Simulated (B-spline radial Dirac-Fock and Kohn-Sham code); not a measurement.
**Cl²⁺ 2p1/2: cross section and angular parameters**

System: Cl²⁺, 1s2 2s2 2p6 3s2 3p3; threshold 238.6 eV (orbital energy of the model). Method: Dirac-Hartree-Slater photoionisation with a Latter tail; cross sections with all multipoles, angular parameters from the dipole term and its interference with E2. Computed with a radial finite-basis atomic code.

```tsv
hν (eV)	σ (kb)	β	γ	δ
400	413	1.436	0.068	0.015
510	225	1.477	0.153	0.017
562	174	1.476	0.189	0.019
867	52.9	1.405	0.357	0.027
909	46.2	1.392	0.375	0.029
910	46.1	1.391	0.376	0.029
959	39.6	1.376	0.396	0.030
1000	35.0	1.363	0.412	0.032
1420	12.2	1.233	0.545	0.046
1940	4.60	1.097	0.658	0.064
2984.4	1.13	0.893	0.803	0.102
3990	0.421	0.757	0.892	0.136
4000	0.418	0.756	0.892	0.136
4040	0.404	0.751	0.895	0.137
5414.7	0.145	0.623	0.978	0.179
9160	0.0218	0.426	1.127	0.276
9690	0.0177	0.408	1.144	0.288
12000	?	?	?	?
14000	0.00448	0.301	1.266	0.374
15000	0.00345	0.283	1.290	0.392
```

Q: Give the values at 12000 eV.

A: σ = 0.00800 kb, β = 0.343, γ = 1.213, δ = 0.336.
